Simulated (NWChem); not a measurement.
**Correlation energy of HSi (+1)**

```
Si
H 1 1.5419
```
Charge +1, spin multiplicity 1.

The numbers come from NWChem runs, not from measurements. All single points use one geometry, from PBE/def2-SVP, a minimum by its harmonic frequencies.

Basis set: def2-TZVP. Each correlation energy counts from its own Hartree-Fock reference.

The correlated methods keep 5 core orbitals frozen. The structure started from a generated list of species. Coupled-cluster values serve here as a point of comparison, not as the truth.

```csv
method,correlation energy (mHa)
MP2,…
SCS-MP2,…
CR-CCSD[T],-90.8
CR-CCSD(T),-90.8
CCSDT,…
CCSD,…
CCSD+T(CCSD),-91.0
CCSD(T),-90.9
```

**Question.** What belongs in the gaps?

**Answer.** 
- MP2, correlation energy (mHa): -66.2
- SCS-MP2, correlation energy (mHa): -76.1
- CCSDT, correlation energy (mHa): -91.3
- CCSD, correlation energy (mHa): -89.4
